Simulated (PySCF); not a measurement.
# Broadened absorption spectrum of C7H9Cl

C7H9Cl.
SMILES: `ClCC1=CC=CCC1`

Method used: TDDFT CAM-B3LYP/def2-SVPD, vertical, gas phase, core orbitals frozen in the response (PySCF). The structure is a single GFN2-xTB conformer in the gas phase; no vibrational or solvent corrections. Torsions of this conformer, `[Cl:1][CH2:2][C:3]1=[CH:4][CH:5]=[CH:6][CH2:7][CH2:8]1`: Cl1–C2–C3–C4 -108°.

Computed states:

```
state  E (eV)       f
   S1    4.68   0.230
   S2    6.12  0.0047
   S3    6.45  0.0037
   S4    6.59  0.0019
   S5    6.60   0.013
   S6    6.80  0.0064
   S7    7.09   0.020
   S8    7.14   0.014
```

Broadening: Gaussians 0.4 eV wide at half height, area fixed by f = 4.319×10⁻⁹ ∫ε dν̃. The width is an assumption, not a result. The curve ends short of the highest state used, and states not computed would add to its high-energy end.

Question: Give the broadened spectrum and its maxima.

Answer: 
E (eV), ε (L mol⁻¹ cm⁻¹) and a bar:
```
     4.08         33 
     4.12         73 
     4.17        184 
     4.21        361 #
     4.26        776 ##
     4.30       1343 ###
     4.34       2199 ####
     4.39       3768 #######
     4.43       5447 ###########
     4.48       7986 ################
     4.52      10190 ####################
     4.57      12782 #########################
     4.61      14397 ############################
     4.66      15452 ##############################
     4.70      15362 ##############################
     4.75      14106 ###########################
     4.79      12380 ########################
     4.84       9726 ###################
     4.88       7534 ###############
     4.93       5065 ##########
     4.97       3463 #######
     5.02       1992 ####
     5.06       1202 ##
     5.11        592 #
     5.15        315 #
     5.20        133 
     5.24         62 
     5.29         22 
     5.33          9 
     5.38          3 
     5.42          1 
     5.47          0 
     5.51          1 
     5.56          1 
     5.60          3 
     5.65          7 
     5.69         12 
     5.74         25 
     5.78         41 
     5.83         72 
     5.87        105 
     5.92        157 
     5.96        205 
     6.00        254 
     6.05        311 #
     6.09        351 #
     6.14        392 #
     6.18        422 #
     6.23        467 #
     6.27        520 #
     6.32        616 #
     6.36        722 #
     6.41        885 ##
     6.45       1028 ##
     6.50       1199 ##
     6.54       1313 ###
```

Maxima: 265 nm (4.68 eV), ε about 16000, made up of S1 (100%) (ε in L mol⁻¹ cm⁻¹; maxima over ε = 5, shares over 10%). At its high-energy end, 6.54 eV, the curve is still rising (ε about 1300, from S3, S5 and S6).

Question: What would ε be at 4.68 eV, the highest of these maxima, with half the width (0.2 eV)?

Answer: About 31000 L mol⁻¹ cm⁻¹ against 15500, a factor of about 2.00; a lone state at its own centre would give exactly 2.

Question: Coming from long wavelengths, where does ε first pass 100 L mol⁻¹ cm⁻¹?

Answer: At about 300 nm (4.14 eV), 0.54 eV below S1.

Question: On this curve, what absorbance would a 10⁻⁵ mol/L sample give at 222 nm over a 1 cm path?

Answer: 222 nm is 5.585 eV, where ε is about 2.1 L mol⁻¹ cm⁻¹, so A = ε c l ≈ 2.1e-05 (Beer–Lambert, with the gas-phase spectrum and the assumed width).

The run took 91 s on one thread of an Arm Neoverse N1, shared host with 32 logical CPUs at a one-minute load of 25, and the process peaked at 1.0 GiB of memory.
